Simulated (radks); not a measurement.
Fractional charge and spin in the 4s shell of selenium: the spin-up occupation runs from 0 to 1 and the spin-down occupation from 0 to 1; the fullest corner is Se, [Ar] 3d10 4p(up 2, down 2) 4s(up 1, down 1). Method: scalar-relativistic Kohn-Sham, PBE, spin-polarised, spherical densities, point nucleus; computed with a radial shooting solver on a logarithmic mesh with Libxc functionals. Energy (eV) minus the two flat planes that join the four corners (they meet along the diagonal where the two added fractions sum to one electron); zero is where a piecewise linear energy would lie.

\begin{tabular}{lrrr}
down \ up & 0 & 0.5 & 1 \\ \hline
0 & 0.000 & -1.384 & 0.000 \\
0.5 & -1.384 & 0.273 & -1.233 \\
1 & 0.000 & -1.233 & 0.000 \\
\end{tabular}

Corners above the fullest one (they belong to Se+ and the next ion): (up 1, down 0) 22.109 eV, (up 0, down 1) 22.109 eV, (up 0, down 0) 55.802 eV. With half an added electron in each spin the energy lies 0.273 eV from the planes, and with half an added electron in spin up alone -1.384 eV. The planes are only a guide here: the flat-plane condition holds for ground states with one frontier orbital, while this shell lies below other occupied shells, so the corners above the fullest one are inner-hole states and not the ground states of those ions.
